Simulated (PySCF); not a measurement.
Species: 3-dimethylaminoacrylonitrile, C₅H₈N₂.
Numbering: `[CH3:1][N:2]([CH3:3])/[CH:4]=[CH:5]/[C:6]#[N:7]` (hydrogens: H8, H9, H10 on C1; H11, H12, H13 on C3; H14 on C4; H15 on C5)

Level of theory: PySCF 2.14.0, PBE0-D3(BJ)/def2-SVP geometry optimisation, gas phase.

List the bond lengths, angles and torsions at this level.

| bond | length (bohr) | order |
| --- | --- | --- |
| C1–N2, N2–C3 | 2.720 | single |
| N2–C4 | 2.553 | single |
| C4=C5 | 2.575 | double |
| C5–C6 | 2.676 | single |
| C6≡N7 | 2.198 | triple |
| C1–H8 and 5 like bonds | 2.083 | single |
| C4–H14 | 2.068 | single |
| C5–H15 | 2.063 | single |

Bonds in one row agree within 0.02 bohr and their mean is given. Orders are formal, as drawn. A selection of angles:
| angle | degrees |
| --- | --- |
| N2–C1–H8 | 112.2 |
| N2–C1–H9 | 110.4 |
| H8–C1–H9 | 108.0 |
| C1–N2–C3 | 117.9 |
| C1–N2–C4 | 120.0 |
| C3–N2–C4 | 120.8 |
| N2–C4–C5 | 126.7 |
| N2–C4–H14 | 114.6 |
| C5–C4–H14 | 118.7 |
| C4–C5–C6 | 120.6 |
| C4–C5–H15 | 122.3 |
| C6–C5–H15 | 117.1 |
| C5–C6–N7 | 179.4 |

Torsions: C1–N2–C4–C5 2° (synperiplanar); N2–C4–C5–C6 178° (antiperiplanar). The mirror-image conformer, all signs reversed, is as good.

The C–C distances run from 1.363 Å (C4=C5, drawn double) to 1.416 Å (C5–C6, drawn single), a spread of 0.053 Å. Of the pairs four or more bonds apart, C1···H15 is among the closest relative to their van der Waals radii: 2.64 Å, 91 % of the sum of Bondi's values. N2 (enamine nitrogen) is almost planar (angles 120.8°, 120.0° and 117.9°, sum 358.6°, 0.10 Å off the plane of its three neighbours). The 4 C–N bonds span 1.163 Å (C6≡N7, drawn triple) to 1.441 Å (N2–C3, drawn single), a spread of 0.278 Å.

Not checked by PBE0-D3(BJ)/def2-SVP frequencies.
